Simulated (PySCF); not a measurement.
## Electronic structure of Se²⁷⁺ (selenium, charge +27) at the UHF level

Configuration: [He] 2s2 2p3, high-spin 4S determinant. All numbers are calculated (PySCF 2.14, scalar relativity by spin-free X2C-1e, in an uncontracted even-tempered set (19 s from 8.1 bohr⁻², ratio 2.2; 12 p from 11 bohr⁻², ratio 2.2; 6 d from 43 bohr⁻², ratio 2.4; 5 f from 64 bohr⁻², ratio 2.4; 4 g from 97 bohr⁻², ratio 2.4)).

* Total energy: -1760.358796 hartree
* One-electron energy: -1901.2273 hartree
* Hartree (Coulomb) energy: 183.3566 hartree
* Exchange energy: -42.4881 hartree
* ⟨S²⟩: 3.7501
* ⟨L²⟩: 0.000
* Sum of ⟨r⟩: 0.9385 bohr
* Sum of ⟨r²⟩: 0.1790 bohr²

| shell | electrons | mean orbital energy (eV) | rms radius, mean of both spins (bohr) |
| --- | --- | --- | --- |
| 1s α | 1 | -14441.7 | 0.0505 |
| 1s β | 1 | -14402.6 | 0.0505 |
| 2s α | 1 | -3157.7 | 0.201 |
| 2s β | 1 | -3078.0 | 0.201 |
| 2p α | 3 | -2996.2 | 0.176 |

Spin-orbit coupling is strong in this species (close to jj coupling), so the high-spin LS determinant is a model state, not a physical level.

Densities and radii are taken from the X2C orbitals without a picture-change correction, which distorts them close to the nucleus.

Spin-orbit constants ζ (cm⁻¹) from the X2C one-electron operator on these orbitals: bare nucleus, nucleus screened by l(l+1)(2l+1)/3 electrons, and screened by the Breit-Pauli mean field of the electrons.

```tsv
shell	bare	screened nucleus	mean field
2p	262300	246900	241800
```
